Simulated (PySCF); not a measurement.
Compound: C₄H₅FSi₂.
SMILES with atom numbers: `[CH:1]#[C:2][Si@:3]1([F:4])[CH:5]=[CH:6][SiH2:7]1` (hydrogens: H8 on C1; H9 on C5; H10 on C6; H11, H12 on Si7)

Level of theory: PBE0-D3(BJ)/def2-SVP geometry optimisation, gas phase (PySCF).

**Question.** What internal coordinates does the optimisation give?

**Answer.** 
```csv
bond,length (Å)
C1≡C2,1.217
C2–Si3,1.827
Si3–F4,1.629
Si3–C5,1.869
C5=C6,1.358
C6–Si7,1.897
Si3–Si7,2.330
C1–H8,1.076
C5–H9,1.098
C6–H10,1.099
Si7–H11,1.495
Si7–H12,1.495
```

A selection of angles:
```csv
angle,degrees
C2–C1–H8,179.4
C1–C2–Si3,177.4
C2–Si3–F4,106.5
C2–Si3–C5,114.0
C2–Si3–Si7,119.8
F4–Si3–C5,116.5
F4–Si3–Si7,121.1
C5–Si3–Si7,76.7
Si3–C5–C6,103.0
Si3–C5–H9,133.2
C6–C5–H9,123.7
C5–C6–Si7,106.7
C5–C6–H10,122.8
Si7–C6–H10,130.5
C6–Si7–H11,113.7
C6–Si7–H12,116.4
Si3–Si7–C6,73.3
Si3–Si7–H11,118.6
Si3–Si7–H12,122.1
H11–Si7–H12,108.7
```

Torsions: C2–Si3–C5–C6 -113° (anticlinal); Si3–C5–C6–Si7 -6° (synperiplanar); C5–C6–Si7–Si3 5° (synperiplanar); C2–Si3–Si7–C6 107° (anticlinal).

Si3 (fluorine-bound silicon) has angles from 76.7° to 121.1°. The 4-membered ring Si3–C5–C6–Si7 has internal angles of 73.3° to 106.7°; it is slightly puckered (a soft mode that the optimisation may not have finished), 0.03 Å rms from its mean plane, widest ring torsion 6°. Si7 (SiH2 silicon) has angles from 73.3° to 122.1°. The C–C distances run from 1.217 Å (C1≡C2, drawn triple) to 1.358 Å (C5=C6, drawn double), a spread of 0.141 Å. The C–Si distances run from 1.827 Å (C2–Si3, drawn single) to 1.897 Å (C6–Si7, drawn single), a spread of 0.070 Å.

Point group: C1 (no symmetry element, even within 0.4 Å). Not checked by PBE0-D3(BJ)/def2-SVP frequencies.
